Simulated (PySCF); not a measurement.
C5H10O, SMILES C[C@H]1CCOC1. Atoms are numbered in the order given.

```xyz
16

C     -2.0795     0.6476     0.1803
C     -0.6328     0.4680    -0.2492
C      0.4179     0.7486     0.8304
C      1.6468     0.0485     0.2585
O      1.1567    -1.0599    -0.4924
C     -0.2529    -0.9655    -0.6281
H     -2.2895     1.6927     0.4575
H     -2.7770     0.3725    -0.6274
H     -2.3105     0.0148     1.0539
H     -0.4215     1.1228    -1.1167
H      0.1049     0.2759     1.7792
H      0.5778     1.8214     1.0222
H      2.3415    -0.3166     1.0348
H      2.2158     0.7270    -0.4090
H     -0.5354    -1.2308    -1.6618
H     -0.7570    -1.6842     0.0546
```

The structure is a stationary point at r2SCAN-D4/def2-SVP. The values are those of a single conformer.

Computed with KT2/pcSseg-1 in PySCF.

GIAO shieldings, no solvent; atoms listed in one row are averaged. δ = σ(ref) − σ: ¹³C against TMS (σ = 185.1 ppm); ¹⁷O against H2O (σ = 330.4 ppm); ¹H against TMS (σ = 31.47 ppm), references at their B3LYP-D3(BJ)/def2-TZVP geometries, non-relativistic.

Problem. Estimate the chemical shifts. (Estimate from the structure and the level; the computed values follow.)

Solution. 
```json
[
 {"nucleus": "¹³C", "atoms": "C6", "count": "1", "δ (ppm)": "80.7"},
 {"nucleus": "¹³C", "atoms": "C4", "count": "1", "δ (ppm)": "74.6"},
 {"nucleus": "¹³C", "atoms": "C2", "count": "1", "δ (ppm)": "41.4"},
 {"nucleus": "¹³C", "atoms": "C3", "count": "1", "δ (ppm)": "41.3"},
 {"nucleus": "¹³C", "atoms": "C1", "count": "1", "δ (ppm)": "18.7"},
 {"nucleus": "¹⁷O", "atoms": "O5", "count": "1", "δ (ppm)": "61.0"},
 {"nucleus": "¹H", "atoms": "H13", "count": "1", "δ (ppm)": "4.44"},
 {"nucleus": "¹H", "atoms": "H15", "count": "1", "δ (ppm)": "4.38"},
 {"nucleus": "¹H", "atoms": "H14", "count": "1", "δ (ppm)": "4.20"},
 {"nucleus": "¹H", "atoms": "H16", "count": "1", "δ (ppm)": "3.52"},
 {"nucleus": "¹H", "atoms": "H10", "count": "1", "δ (ppm)": "2.31"},
 {"nucleus": "¹H", "atoms": "H12", "count": "1", "δ (ppm)": "2.07"},
 {"nucleus": "¹H", "atoms": "H11", "count": "1", "δ (ppm)": "1.60"},
 {"nucleus": "¹H", "atoms": "H7, H8, H9", "count": "3", "δ (ppm)": "1.35"}
]
```
